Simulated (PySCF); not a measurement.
**Highest orbital energy against ionisation energy along the third row**

Calculated with PySCF 2.14, no spin-orbit coupling. Each cell gives −ε(HOMO) / ΔSCF in eV; NIST values include spin-orbit coupling, (s) semi-empirical, (t) theoretical.

```
                                 species              UHF              LDA              PBE             PBE0           r2SCAN  NIST (lowest levels)
Al²⁺ (aug-cc-pV(5+d)Z, non-relativistic)  28.061 / 28.040  24.542 / 28.822  24.434 / 28.819  25.452 / 28.682  24.635 / 28.375                28.448
Si²⁺ (aug-cc-pV(5+d)Z, non-relativistic)  32.163 / 31.955  28.600 / 33.521  28.472 / 33.377  29.629 / 33.241  28.659 / 32.859                33.493
 P²⁺ (aug-cc-pV(5+d)Z, non-relativistic)  29.990 / 29.591  24.812 / 30.208  24.960 / 30.246  26.375 / 30.268  25.414 / 30.380                30.203
 S²⁺ (aug-cc-pV(5+d)Z, non-relativistic)  34.732 / 34.158  28.864 / 34.876  28.954 / 34.833  30.581 / 34.875  29.483 / 35.027      34.86 ± 0.04 (s)
Cl²⁺ (aug-cc-pV(5+d)Z, non-relativistic)  39.700 / 38.960  33.040 / 39.665  33.096 / 39.577  34.955 / 39.660  33.762 / 39.833       39.8 ± 0.11 (s)
Ar²⁺ (aug-cc-pV(5+d)Z, non-relativistic)  40.446 / 39.394  34.115 / 40.849  34.166 / 40.721  36.021 / 40.721  34.614 / 40.697    40.735 ± 0.012 (s)
```

Task: How far is −ε(HOMO) from ΔSCF on average for each method, and why?

Result: UHF 0.50 eV; LDA -5.66 eV; PBE -5.58 eV; PBE0 -4.07 eV; r2SCAN -5.10 eV. Hartree-Fock orbital energies lack relaxation and so exceed the ΔSCF value; semilocal functionals have convex E(N) from self-interaction, so their HOMO lies far too high; exact exchange moves hybrids part of the way back.
